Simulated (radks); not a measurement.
Q: These are the eigenvalues of the occupied orbitals of an atom or ion with whole-number occupations (eV). Calculated with a radial shooting solver on a logarithmic mesh with Libxc functionals: scalar-relativistic Kohn-Sham, PBEsol, spin-unpolarised, spherical densities, point nucleus.

| orbital | eigenvalue |
|---|---|
| 1s | -67354.19 |
| 2s | -11578.38 |
| 2p | -10148.01 |
| 3s | -2657.753 |
| 3p | -2232.404 |
| 3d | -1736.078 |
| 4s | -547.3054 |
| 4p | -407.7756 |
| 4d | -229.2582 |
| 5s | -80.2568 |
| 5p | -46.6590 |
| 4f | -31.9560 |
| 6s | -11.6597 |
| 5d | -10.5331 |

Which element is it, and in what charge state? The configuration may be excited.

A: Z = 73, tantalum, charge +1: Ta+ in [Xe] 4f14 5d3 6s1. The list shows which subshells hold electrons but not how many an open one holds; the 1s level, -2475.2 hartree, gives Z - s = 70.4 by -(Z - s)^2/2, which with screening and relativity narrows Z to a few neighbours, and the depths of the outer levels then fix element, charge and occupations together.
